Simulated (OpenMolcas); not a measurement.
Kr II: effect of the basis set

```yaml
Program: OpenMolcas 26.06
Method: "SS-RASPT2, IPEA 0.25 Eh, imaginary shift 0.1 Eh (closed shells correlated: 3d)"
Active_space: 7 electrons in 9 orbitals (RAS2 4s 4p; RAS3 4d, at most 2 electrons)
State_averaging: 2S+1 = 2 odd, 3 roots; 2S+1 = 2 even, 1 root
Spin-orbit_coupling: RASSI with atomic mean-field integrals over the reference wave functions, term energies averaged over their components
```

A. ANO-RCC-VTZP [6s5p3d1f], DKH2, point nucleus; CASPT2 step about 2.2 core-seconds
B. ANO-RCC-VQZP [7s6p4d2f1g], DKH2, point nucleus; CASPT2 step roughly 2.4 core-seconds
C. ANO-R2 [6s5p4d3f1g], X2C, finite nucleus; CASPT2 step roughly 5 core-seconds
D. ANO-RCC [9s8p6d4f2g], DKH2, point nucleus; CASPT2 step of the order of 16 core-seconds

Energies in cm⁻¹ above 4s² 4p⁵ ²P°_3/2, the measured ground level; measured values from NIST Handbook of Basic Atomic Spectroscopic Data.

```csv
Level,A,B,C,D,Measured
4s² 4p⁵ ²P°_3/2,0.0,0.0,0.0,0.0,0.0
4s² 4p⁵ ²P°_1/2,4816,4857,4804,4847,5370
4s 4p⁶ ²S_1/2,112793,111844,114474,111418,109000
```

Deviations, from unrounded energies. A percentage is the sum of absolute deviations over the sum of measured energies, with the sign that they share, or ± where signs differ.

```
                  Against measurement  Levels      A     B      C     D
       mean absolute deviation (cm-1)       2   2200  1700   3000  1500
fine structure of the ground term (%)       1  -10.3  -9.5  -10.5  -9.7
             other configurations (%)       1   +3.5  +2.6   +5.0  +2.2
```

D lies closest to measurement on these levels and C furthest from it. The largest miss of D in the table is 4s 4p⁶ ²S_1/2, by +2400 cm-1. The ranking rests on the paired levels alone, and a cruder setting can come out closer through cancelling errors.

Among A to D the level of the table that moves most is 4s 4p⁶ ²S_1/2, by 3100 cm-1 (lowest in D, highest in C).

Some terms mix strongly with configurations of 4d, whose occupation reaches 0.33 (4s 4p⁶ ²S) (figures for A; the like holds for B, C, D). Active for correlation alone: 4d; no level in the range computed is led by a configuration that fills it, so any true level of that kind is missing (holds for A; C). Configurations are named by rounded mean occupations; where the s occupation lies near a half they are strongly mixed, a name can repeat and a true partner stay unpaired (holds for B; D). Some terms take much of their weight from 4d, a shell meant for correlation, so their names are nominal (holds for B; D). Computed and measured levels are paired by configuration, term and J; levels that our copy of the source lacks, or whose pairing is in doubt (as where it misses far off the trend of its configuration), stay unpaired and out of the deviations. Only configurations of the active space appear.

° marks odd parity.
